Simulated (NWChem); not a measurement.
C4H4ClF; SMILES C(C#C)[C@H](F)Cl

```xyz
10

C      0.6977    -2.4701    -0.6051
C      0.1417    -1.6566     0.0962
C     -0.5325    -0.6890     0.9493
C     -0.6692     0.6987     0.3457
F     -1.3678     0.6415    -0.8071
Cl     0.9221     1.4378     0.0359
H      1.1938    -3.1872    -1.2328
H     -0.0039    -0.5954     1.9117
H     -1.5534    -1.0429     1.1763
H     -1.1910     1.3743     1.0410
```
Atoms are numbered in this order, from 1.

All runs: NWChem. Pople sets run with spherical d functions. Coordinates come from a PBE0/def2-SVP optimisation. Atomic charges in e: unrestrained fits to the electrostatic potential beside Mulliken populations; buried atoms are poorly determined by the fit.

Q: What does the run give for Hartree-Fock/6-31G*? Quantities: ESP C1; Mulliken C1; ESP C2; Mulliken C2; ESP C3; Mulliken C3; ESP C4; Mulliken C4; ESP F5; Mulliken F5; relative RMS misfit of the potential (%).

A: 
```json
{
  "ESP C1": "-0.46",
  "Mulliken C1": "-0.44",
  "ESP C2": "0.02",
  "Mulliken C2": "0.13",
  "ESP C3": "0.10",
  "Mulliken C3": "-0.43",
  "ESP C4": "0.47",
  "Mulliken C4": "0.23",
  "ESP F5": "-0.28",
  "Mulliken F5": "-0.41",
  "relative RMS misfit of the potential (%)": "26"
}
```
